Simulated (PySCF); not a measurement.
**Diatomics of K with group 15**

CCSD(T) with double-zeta basis sets in PySCF, for the lowest determinant that a PBE0 search found; no spin–orbit coupling. De refers to high-spin ground-configuration atoms.

```
 M        basis  reference, frozen orbitals  state (unpaired electrons)  Re (Å)  ωe (cm⁻¹)  De (eV)
 N     def2-SVP                     ROHF, 6              triplet (π ↑↑)   2.842        148     0.11
 P  aug-pcseg-1                     UHF, 10              triplet (π ↑↑)   3.133        193     0.97
As     def2-SVP                     UHF, 14              triplet (π ↑↑)   3.226        149     0.68
Sb     def2-SVP                      UHF, 9              triplet (π ↑↑)   3.430        132     0.72
Bi     def2-SVP                     ROHF, 9              triplet (π ↑↑)   3.497        119     0.67
```

The shortest bond is that of KN (2.842 Å), the longest that of KBi (3.497 Å). KP is bound most strongly (0.97 eV) and KN least (0.11 eV).

The rows differ in basis set, which adds steps of its own.

Down a group the atoms grow and get heavier, so bonds lengthen and wavenumbers fall; the exceptions here are the higher wavenumber at P.

Correlated steps freeze the inner cores (6 to 14 orbitals); shallow outer-core shells are correlated. UHF and ROHF references stand side by side, which adds small steps between rows. Weak bonds: KN. Basis-set superposition, not corrected here, can be much of De in a small basis, most of all at correlated wavefunction levels. These are scalar-relativistic numbers at best; spin–orbit coupling would shift them, the dissociation energy most. The CCSD T1 diagnostic is raised in KN, a sign that a single reference may not be enough there. States were picked by a PBE0 search and need not be the measured ground states.
